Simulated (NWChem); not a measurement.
Molecule: SrHSBr; SMILES [Br][Sr][SH]

```xyz
4

Sr    -0.4328     0.5875    -0.0052
Br     0.1518    -2.1284     0.0035
S      0.9218     2.9676    -0.0029
H     -0.2473     3.6762    -0.0095
```
Atoms are numbered in this order, from 1.

Level: PBE-D3(BJ)/def2-SVP with def2 effective core potentials on Sr (NWChem), optimised geometry, unscaled harmonic frequencies. This build's default masses of Se (78.918 u) and Br (79.917 u) are each other's, which moves their modes by up to 0.6 %. def2 effective core potentials on Sr; no spin-orbit coupling.

| frequency (cm⁻¹) | IR intensity (km/mol) |
|---|---|
| 33 | 16.0 |
| 40 | 8.8 |
| 203 | 19.0 |
| 280 | 44.2 |
| 335 | 29.2 |
| 2585 | 17.7 |

- zero-point energy: 5.0 kcal/mol
- thermal correction to the enthalpy at 298.15 K (with zero-point energy): 9.3 kcal/mol
- heat capacity Cv: 15.1 cal/(mol K)
- entropy at 298.15 K and 1 atm (symmetry number 1): 85.9 cal/(mol K)

Rigid rotor and harmonic oscillator; modes under 100 cm⁻¹ make the entropy uncertain.
